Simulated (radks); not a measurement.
Q: The mean radii <r> (bohr) of the occupied orbitals of an atom or ion are listed with their occupations. All-electron calculation, scalar-relativistic Kohn-Sham, PBE, spin-polarised, spherical densities, finite nucleus; Fermi nuclear charge, rms radius of each element as measured or else 0.836 A^(1/3) + 0.57 fm. Program: a radial shooting solver on a logarithmic mesh with Libxc functionals.

| orbital | occ. | <r> |
|---|---|---|
| 1s up | 1 | 0.01606 |
| 1s down | 1 | 0.01606 |
| 2s up | 1 | 0.06754 |
| 2s down | 1 | 0.06753 |
| 2p up | 3 | 0.06134 |
| 2p down | 3 | 0.06134 |
| 3s up | 1 | 0.1721 |
| 3s down | 1 | 0.1720 |
| 3p up | 3 | 0.1731 |
| 3p down | 3 | 0.1731 |
| 3d up | 5 | 0.1561 |
| 3d down | 5 | 0.1561 |
| 4s up | 1 | 0.3437 |
| 4s down | 1 | 0.3437 |
| 4p up | 3 | 0.3547 |
| 4p down | 1 | 0.3548 |

Name the element and its charge. Open shells, if any, are filled with parallel spins first.

A: Z = 82, lead, charge +48: Pb48+ in [Ar] 3d10 4s2 4p4. The 1s radius gives Z: for a bare nucleus <r> = (2 gamma + 1)/(2Z) with gamma = sqrt(1 - (Z/c)^2), 0.01587 bohr for Z = 82, and screening makes it slightly larger (0.01606 here). The occupations add up to 34, and the charge is Z minus that.
